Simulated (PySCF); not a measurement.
## Bonding in `C/C=C(\C=O)C[SiH2]Cl`

C₅H₉ClOSi.
Numbering: `[CH3:1]/[CH:2]=[C:3](\[CH:4]=[O:5])[CH2:6][SiH2:7][Cl:8]` (hydrogens: H9, H10, H11 on C1; H12 on C2; H13 on C4; H14, H15 on C6; H16, H17 on Si7)

Structure used (GFN2-xTB), in Å, numbered top down from 1:
```xyz
17
C5H9ClOSi angstrom
C      2.1170   -1.4501    0.0176
C      1.0272   -0.6304   -0.5740
C      0.3460    0.3867   -0.0249
C      0.5917    0.8945    1.3226
O     -0.1327    1.6784    1.8910
C     -0.7959    1.0455   -0.7342
Si    -2.4696    0.4369   -0.0349
Cl    -2.4203   -1.5839   -0.1182
H      2.9661   -1.4780   -0.6654
H      2.4513   -1.0870    0.9835
H      1.7648   -2.4757    0.1359
H      0.7415   -0.9386   -1.5739
H      1.5074    0.5263    1.8180
H     -0.7412    0.8425   -1.8040
H     -0.7313    2.1236   -0.5917
H     -3.5395    0.8953   -0.9207
H     -2.6895    0.8260    1.3480
```

Bond orders from the PBE0/pcSseg-1 density (PySCF). The structure is a single GFN2-xTB conformer in the gas phase; no vibrational or solvent corrections.

Q: Where do the orders between heavy atoms depart from those drawn in the SMILES?

A: The largest departure is 0.245, at C2–C3 (drawn double, 1.755).

Q: Set the Mayer orders of the bonds between heavy atoms beside their lengths.

A: 
```json
{"bond": "C1–C2", "drawn as": "single", "length (Å)": "1.486", "Mayer order": "1.098"}
{"bond": "C2–C3", "drawn as": "double", "length (Å)": "1.342", "Mayer order": "1.755"}
{"bond": "C3–C4", "drawn as": "single", "length (Å)": "1.461", "Mayer order": "1.044"}
{"bond": "C4–O5", "drawn as": "double", "length (Å)": "1.209", "Mayer order": "1.945"}
{"bond": "C3–C6", "drawn as": "single", "length (Å)": "1.497", "Mayer order": "1.049"}
{"bond": "C6–Si7", "drawn as": "single", "length (Å)": "1.913", "Mayer order": "0.888"}
{"bond": "Si7–Cl8", "drawn as": "single", "length (Å)": "2.023", "Mayer order": "0.958"}
```

Bonds between the same two heavy elements. C–C: lowest C3–C4 (1.044, 1.461 Å), highest C2–C3 (1.755, 1.342 Å); in 1 of the 6 pairs the longer bond (by over 0.003 Å) has the higher order (by 0.02 or more).

Q: And the bonds to hydrogen?

A: C–H: 0.93 to 0.96 (7 bonds); H–Si: 0.93 to 0.94 (2 bonds).

Q: Sum the orders of all bonds at each heavy atom with more than one neighbour and set the sums beside the valence in the SMILES.

A: C1 3.932 (drawn 4), C2 3.793 (drawn 4), C3 3.848 (drawn 4), C4 3.943 (drawn 4), C6 3.810 (drawn 4), Si7 3.720 (drawn 4). Orders between atoms that aren't bonded are not in these sums.

For a closed shell the Mayer order of atoms A and B is Σ (PS)μν (PS)νμ over the basis functions μ on A and ν on B, with P the density and S the overlap matrix.
